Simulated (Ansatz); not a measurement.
Calculated with Ansatz (gas phase, PBE0-D4/def2-TZVP geometries, no zero-point term in ΔE). CBS: MP2 limit from def2 TZ/QZ plus the TZ coupled-cluster correction, frozen cores. This one scheme is used for every species. DFT in def2-TZVPP. B3LYP here is the variant with VWN-RPA as its local correlation; programs differ in this. HSE06 is defined as in plane-wave codes. Elements past krypton have def2 core potentials. For Sn outer-core shells are correlated without core-valence functions, which leaves a few kJ/mol of doubt a bond.

Reaction (formal exchange of groups at the Sn–C bond): `C#[C][SnH]([Cl])[Cl]` + `FCCl` → `[F][SnH]([Cl])[Cl]` + `C#CCCl`

| level | ΔE (kcal/mol) | difference from CCSD(T)/CBS |
| --- | --- | --- |
| LDA (SPW92) | -22.9 | -1.4 |
| B97M-V | -24.0 | -2.5 |
| PBE0-D4 | -21.8 | -0.3 |
| B3LYP-D4 | -22.5 | -1.0 |
| HSE06-D4 | -21.7 | -0.2 |
| ωB97M-V | -21.1 | 0.4 |
| BLYP | -23.5 | -2.0 |
| r2SCAN | -22.9 | -1.4 |
| PBE0 | -22.0 | -0.5 |
| B3LYP | -22.8 | -1.3 |
| HSE06 | -22.0 | -0.5 |
| CAM-B3LYP | -22.5 | -1.0 |
| MP2/def2-SVP | -22.3 | -0.8 |
| CCSD/def2-SVP | -20.5 | 1.0 |
| HF/def2-TZVPP | -19.7 | 1.8 |
| CCSD/def2-TZVPP | -19.1 | 2.4 |
| CCSD(T)/CBS | -21.5 | 0 |

Largest T1 diagnostic among the species: 0.012.

From r2SCAN to r2SCAN0 (25 % exact exchange), in def2-TZVPP and without D4, ΔE moves by +0.9 kcal/mol. Leaving LDA and LC-ωPBE aside and taking each functional with its dispersion term where it has one, the values, not all of them listed here, spread over 3.1 kcal/mol, from B97M-V to PBE-QIDH. At CCSD(T), def2-SVP lies +1.2 kcal/mol from the extrapolated value and def2-TZVPP +2.6 kcal/mol.
